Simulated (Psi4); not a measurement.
CHO (SMILES [CH]=O), doublet, at a GFN2-xTB geometry. Base run: HF/def2-SVP (Psi4).

Input for Psi4:
```
memory 2 GB

molecule mol {
0 2
C    -0.480854    0.337057    0.028066
O     0.546855   -0.240731   -0.022264
H    -1.489715   -0.096492    0.009715
}

set {
  basis def2-svp
  reference uhf
  stability_analysis check
  scf_type pk
}

energy('scf')
print_variables()
```

The bond that is stretched is that between atoms 2 and 1. A test that says stable can miss a lower solution.

Each row names what was changed in the base input (with any setting that the change needs).

```tsv
change	ΔE vs base (kcal/mol)	<S^2>	outcome
base	0.000	0.765	converged
stability_analysis = follow; reference = uhf	0.000	0.765	converged
bond × 1.25	74.5	0.777	converged
stability_analysis = follow; reference = uhf; bond × 1.25	72.1	0.779	converged
bond × 1.5	-	-	not converged
stability_analysis = follow; reference = uhf; bond × 1.5	-	-	not converged
bond × 1.8	152.9	1.574	converged
stability_analysis = follow; reference = uhf; bond × 1.8	152.9	1.574	converged
bond × 2.2	148.0	2.122	converged
stability_analysis = follow; reference = uhf; bond × 2.2	148.0	2.122	converged
bond × 3.0	274.0	0.759	converged
stability_analysis = follow; reference = uhf; bond × 3.0	151.7	1.760	converged
```

Psi4 reported an instability in these rows: bond × 1.25; stability_analysis = follow; reference = uhf; bond × 1.25; bond × 3.0; stability_analysis = follow; reference = uhf; bond × 3.0 (restricted rows aren't judged here).

On stretching, the SCF can end on different states; <S^2> shows the spin contamination of each.
